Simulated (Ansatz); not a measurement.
Isomers of CH4BClOSi, relaxed with PBE0-D4/def2-TZVP in Ansatz; electronic energies, one conformer each and not always the lowest. Functionals use def2-TZVPP; CBS adds triple-zeta CCSD(T) − MP2 to the MP2 limit of def2-TZVPP and def2-QZVPP.

(1) Order them by energy at frozen-core CCSD(T)/CBS, lowest first. (Best estimate.)
A. `Cl[SiH]1BCO1`
B. `ClB1CO[SiH2]1`
C. `O[SiH]1CB1Cl`

(2) How do HF/CBS(def2), PBE0-D4, B2PLYP, r2SCAN-D4 place them (kcal/mol, against `O[SiH]1CB1Cl`)? (An estimate is asked.)

Results:

(1) C (0.0 kcal/mol), A (2.4 kcal/mol), B (5.4 kcal/mol).

(2) Ansatz gave: 
```csv
isomer,HF/CBS(def2),PBE0-D4,B2PLYP,r2SCAN-D4
`Cl[SiH]1BCO1`,-7.2,3.6,2.9,4.9
`ClB1CO[SiH2]1`,-2.4,5.5,5.1,7.0
```
